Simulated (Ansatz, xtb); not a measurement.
## Two isomers of C4H9GeN

Structure I is `C[C](C)([GeH3])C#N`, a singlet and structure II is `C[C@@H]([GeH3])CC#N`, a singlet. Both are isolated molecules in the gas phase, relaxed with PBE0-D3(BJ)/def2-SVP; each stands in its lowest conformer found.

I (Å):

```xyz
15

C     0.0024    0.8930    1.6863
C    -0.6298    0.6926    0.3025
C    -1.3164    1.9736   -0.1894
C     0.3801    0.2621   -0.6556
Ge   -1.9754   -0.7843    0.3979
N     1.1741   -0.0966   -1.4207
H    -0.7704    1.1720    2.4189
H     0.7496    1.7022    1.6562
H     0.5041   -0.0182    2.0433
H    -2.1114    2.2704    0.5118
H    -1.7652    1.8416   -1.1847
H    -0.5917    2.8013   -0.2510
H    -2.6008   -0.9898   -0.9902
H    -3.0515   -0.3422    1.4082
H    -1.2847   -2.0678    0.8834
```

II (Å):

```yaml
atoms:
  - { symbol: C, position_ang: [1.2581, 0.7114, -0.6444] }
  - { symbol: C, position_ang: [0.5587, 1.7925, 0.1721] }
  - { symbol: C, position_ang: [0.7791, 1.6193, 1.6826] }
  - { symbol: C, position_ang: [2.1903, 1.6742, 2.0557] }
  - { symbol: Ge, position_ang: [-1.3733, 1.8571, -0.2277] }
  - { symbol: N, position_ang: [3.3169, 1.7220, 2.3174] }
  - { symbol: H, position_ang: [0.8637, -0.2905, -0.4074] }
  - { symbol: H, position_ang: [2.3415, 0.6975, -0.4416] }
  - { symbol: H, position_ang: [1.1246, 0.8745, -1.7242] }
  - { symbol: H, position_ang: [0.9574, 2.7797, -0.1183] }
  - { symbol: H, position_ang: [-1.5784, 2.0971, -1.7334] }
  - { symbol: H, position_ang: [-2.0413, 2.9903, 0.5752] }
  - { symbol: H, position_ang: [-2.0168, 0.5129, 0.1689] }
  - { symbol: H, position_ang: [0.3767, 0.6501, 2.0254] }
  - { symbol: H, position_ang: [0.2491, 2.3980, 2.2553] }
```

Quicker runs give these differences E(II) − E(I): GFN2-xTB +0.081 eV; HF/STO-3G +0.021 eV (at GFN2-xTB geometries); r2SCAN-D4/def2-SVP +0.077 eV (at GFN2-xTB geometries).

Task: Estimate E(II) − E(I) at the level CCSD(T)/def2-SVP + ΔMP2/def2-TZVPP.

Result: Calculated at CCSD(T)/def2-SVP + ΔMP2/def2-TZVPP: E(II) − E(I) = +0.092 eV, so structure I lies lower.

The same difference at several levels:

```json
{"level": "GFN2-xTB", "geometry": "GFN2-xTB", "E(II) − E(I) (eV)": "+0.081", "departure from the last row (eV)": "−0.011", "job, with rough time for the two": "optimisation, 0.15 s"}
{"level": "HF/STO-3G", "geometry": "GFN2-xTB", "E(II) − E(I) (eV)": "+0.021", "departure from the last row (eV)": "−0.070", "job, with rough time for the two": "single point, 0.72 s"}
{"level": "r2SCAN-D4/def2-SVP", "geometry": "GFN2-xTB", "E(II) − E(I) (eV)": "+0.077", "departure from the last row (eV)": "−0.015", "job, with rough time for the two": "single point, 7.8 s"}
{"level": "PBE0-D3(BJ)/def2-SVP", "geometry": "PBE0-D3(BJ)/def2-SVP", "E(II) − E(I) (eV)": "+0.049", "departure from the last row (eV)": "−0.043", "job, with rough time for the two": "optimisation, 63 s"}
{"level": "HF/def2-SVP", "geometry": "PBE0-D3(BJ)/def2-SVP", "E(II) − E(I) (eV)": "+0.022", "departure from the last row (eV)": "−0.070", "job, with rough time for the two": "part of the CCSD(T) run"}
{"level": "MP2/def2-SVP", "geometry": "PBE0-D3(BJ)/def2-SVP", "E(II) − E(I) (eV)": "+0.115", "departure from the last row (eV)": "+0.023", "job, with rough time for the two": "part of the CCSD(T) run"}
{"level": "CCSD(T)/def2-SVP", "geometry": "PBE0-D3(BJ)/def2-SVP", "E(II) − E(I) (eV)": "+0.092", "departure from the last row (eV)": "0.000", "job, with rough time for the two": "single point"}
{"level": "CCSD(T)/def2-SVP + ΔMP2/def2-TZVPP", "geometry": "PBE0-D3(BJ)/def2-SVP", "E(II) − E(I) (eV)": "+0.092", "departure from the last row (eV)": "", "job, with rough time for the two": "single point, 2.8 min"}
```

As drawn, both hold the same kinds of bond in the same numbers. Structure I has 2 methyl groups, II 1.

HF/STO-3G, HF/def2-SVP find them nearly level. The largest departure from CCSD(T)/def2-SVP + ΔMP2/def2-TZVPP is that of HF/STO-3G, 0.070 eV. The last row adds to CCSD(T) the change of the MP2 difference between the two basis sets, here 0.000 eV.

With thermal terms from frequencies at re-optimised GFN2-xTB minima (ideal gas, soft modes damped towards free rotors, one conformer each, 298.15 K, 1 atm): the zero-point term adds +0.014 eV; ΔH is +0.097 and ΔG +0.101 eV.

The correlated steps freeze 14 core orbitals; the filled d shell of Ge is correlated, in a basis made for valence electrons. Mirror images aren't counted in ΔG. Run with Ansatz 0.2.0, xtb 6.7.1; the last row on 2 threads of Arm Neoverse V1 on a shared host.
